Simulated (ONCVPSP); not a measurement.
**What one change does to a pseudopotential (carbon, ONCV)**

ONCVPSP 4.0.1 input, shortened (lines: element, Z, core and valence counts, functional; n l f; lmax; l rc ep ncon nbas qcut; lloc lpopt rc5 dvloc0; l nproj debl; icmod fcfact rcfact), PBE, fully relativistic:

```
  C 6.00    1    2        4      upf
    1    0    2.00
    2    0    2.00
    2    1    2.00
    1
    0    0.95    0.00    4    9    8.80
    1    1.95    0.00    4    8    5.90
    4    5    0.70    0.00
    0    2    0.70
    1    1    0.70
    1    0.55    0.00
```

Open shells are filled in proportion to 2j + 1.

Change: s: qcut 10.6; p: qcut 7.1.

Cutoffs: the cutoffs (Ha) at which the residual kinetic energy of the hardest occupied pseudo-wave falls to 1 and 0.1 mHa per electron; they do not see the model core or the augmentation charge, which bear on the density cutoff. Errors are all-electron minus pseudo energies relative to the spin-unpolarised reference configuration.

Task: Predict the effect on cutoff, ghosts and configuration errors.

Result: The potential gets neither clearly harder nor softer (21 Ha and 27 Ha → 20 Ha and 30 Ha); a bound ghost appears in s, which as a rule spoils a file; of the 4 tests that both files solve, the error grows in 0 and shrinks in 4 by more than 15 % and 0.3 meV (median size 168.6 → 119.8 meV).

```tsv
quantity	base	changed
cutoff, loose	21 Ha	20 Ha
cutoff, tight	27 Ha	30 Ha
loose cutoff by channel	s 21 Ha, p 13 Ha	s 20 Ha, p 16 Ha
bound ghosts	none	s
GHOST(+) flags under 300 eV	s at 242.6 eV	none
error for 2s2 2p1, meV [ΔE 10.86 eV]	+30	+21
error for 2s2 2p0, meV [ΔE 35.02 eV]	+307	+219
error for 2s1 2p0, meV [ΔE 83.21 eV]	+645	+479
error for 2s2 2p1.5, meV [ΔE 3.96 eV]	+3.9	+2.6
s: phases at 0.96 bohr within 0.05 rad from the reference energy up to (Ha; the scan ends near 5)	to the end of the scan	to the end of the scan
p3/2: phases at 1.98 bohr within 0.05 rad from the reference energy up to (Ha; the scan ends near 5)	1.1	1.2
p1/2: phases at 1.98 bohr within 0.05 rad from the reference energy up to (Ha; the scan ends near 5)	1.1	1.2
rms error of d²Exc/dni dnj with the model core, mHa	6.67	6.65
```

 A true bound ghost makes a file unfit for plane-wave use even where its test errors are small: the radial tests pick states by their node count and pass the ghost by.
